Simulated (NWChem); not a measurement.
MgN2H4; SMILES [NH2][Mg][NH2]

```xyz
7

Mg     0.0000     0.0000     0.0000
N      0.0000     1.8919     0.0000
H      0.5784     2.4983    -0.5744
H     -0.5784     2.4983     0.5744
N      0.0000    -1.8919     0.0000
H     -0.5784    -2.4983    -0.5744
H      0.5784    -2.4983     0.5744
```
Atoms are numbered in this order, from 1.

All runs: NWChem. Pople sets run with spherical d functions. Structure relaxed at the PBE0/def2-SVP level. Total energies compare along this basis series because the functional is fixed.

```
level            basis functions  energy (Ha)  highest occupied level (eV)  orbital gap (eV)
---------------  ---------------  -----------  ---------------------------  ----------------
TPSS/3-21G                    39    -310.2775                        -4.13              3.33
TPSS/6-31G*                   54    -312.0196                        -4.47              3.51
TPSS/6-31+G*                  66    -312.0352                        -4.89              3.52
TPSS/6-311G**                 86    -312.0852                        -4.67              3.61
TPSS/6-311++G**              102    -312.0956                        -4.96              3.58
```
